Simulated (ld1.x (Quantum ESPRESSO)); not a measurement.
Hf (Z = 72): variants of one TM potential

Base potential:

| Quantity | Value |
| --- | --- |
| Element | Hf |
| Generator | ld1.x (Quantum ESPRESSO) 7.5 |
| Type | norm-conserving Troullier–Martins (Kleinman–Bylander form) |
| Functional | LDA (PZ) |
| Relativity | scalar-relativistic |
| Frozen core | [Xe] 4f14 |
| Valence charge | 4 |
| Reference configuration | 5d2 6s1.5 6p0.5 |
| Partial waves | 6p (bound): rc 3.00 bohr; 5d (bound): rc 2.75 bohr; 6s (bound): rc 2.30 bohr |
| Local potential | the s channel |
| Core correction | a·sin(br)/r model core inside 1.70 bohr |

Cutoffs, loose and tight: the cutoffs (Ry, on a coarse ladder) from which the occupation-weighted sum of valence levels, in a spherical-Bessel basis at the reference potential, stays within 10 and 1 mRy of its value at 400 Ry. They do not see the model core or the augmentation charge, which bear on the density cutoff. Test errors are all-electron minus pseudo excitation energies from the reference, over the configurations 5d2 6s2 6p0; 5d2 6s1 6p0; 5d2 6s0 6p0; 5d2.5 6s1.5 6p0; 5d2 6s0 6p1; 5d1 6s2 6p0; 5d2 6s0 6p2 (two spin-polarised tests are not counted in the largest error). A dash means not determined; rows that change the core or the reference have their own tests.

A true bound ghost makes a file unfit for plane-wave use even where its test errors are small: the radial tests pick states by their node count and pass the ghost by.

| change | outcome | cutoff, loose | cutoff, tight | bound ghosts | largest test error (meV) |
| --- | --- | --- | --- | --- | --- |
| base | generated | 21 Ry | 30 Ry | none | -31 |
| wave 6p (bound): rc 3.00 bohr becomes 6p (bound): rc 2.02 bohr | generated | 100 Ry | 140 Ry | p | -42 |
| wave 6s (bound): rc 2.30 bohr becomes 6s (bound): rc 3.54 bohr | generated | 18 Ry | 25 Ry | none | -43 |
| reference 5d1 6s0 6p0 | generated | 18 Ry | 25 Ry | none | -395 |
| all radii but the core radius scaled by about 0.92 (s 2.12, p 2.76, d 2.52 bohr) | generated | 21 Ry | 45 Ry | none | -29 |
| functional PBE | generated | 21 Ry | 30 Ry | none | -35 |
| wave 5d (bound): rc 2.75 bohr becomes 5d (bound): rc 2.12 bohr | generated | 25 Ry | 30 Ry | none | -35 |
